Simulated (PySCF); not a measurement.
Gas-phase equilibrium of 1 mol GeCl4, 15 mol H2 at 600 K and 0.0100 bar, among 17 species (GeH4, Ge2H6, GeH3Cl, HCl, GeCl3, H, H2, Ge3H8, GeHCl3, GeH3, GeCl4, Cl, Cl2, GeCl2, GeHCl, GeH2, GeH2Cl2). Only gases are allowed; each row takes one source of thermochemistry for all species, and Cantera finds the minimum.

Method: PySCF energies plus ideal-gas RRHO corrections (1 bar). † marks an energy on the PBE0/def2-TZVP geometry and frequencies. MP2 freezes the core. The species in the table below are closed-shell singlets. Ge: all electrons, no relativistic terms. MP2 isn't extrapolated to the basis-set limit. The harmonic model lacks anharmonicity and excited electronic states, which grow with temperature; levels with a mode under 35 cm⁻¹ are left out.

Molecules larger than those listed are left out, and so are free Ge atoms, whose spin-orbit terms are large.

Mole fractions:

```
thermochemistry    x H2  x HCl  x GeCl2  x GeCl4  x GeHCl3
-----------------  ----  -----  -------  -------  --------
HF/def2-TZVP†      0.85  0.091    0.042    0.011    0.0062
M06-2X/def2-TZVP†  0.92  0.013   0.0062    0.055   0.00083
MP2/def2-SVP†      0.92  0.018   0.0055    0.049    0.0073
PBE/def2-TZVP†     0.83   0.12    0.058  0.00082    3.1e-5
r2SCAN/def2-TZVP†  0.90  0.038    0.018    0.042    0.0012
```
The most sensitive of these is GeHCl3: it spans a factor of 10^2.4 over these rows; at this temperature one factor of ten is RT ln 10 = 11 kJ/mol.
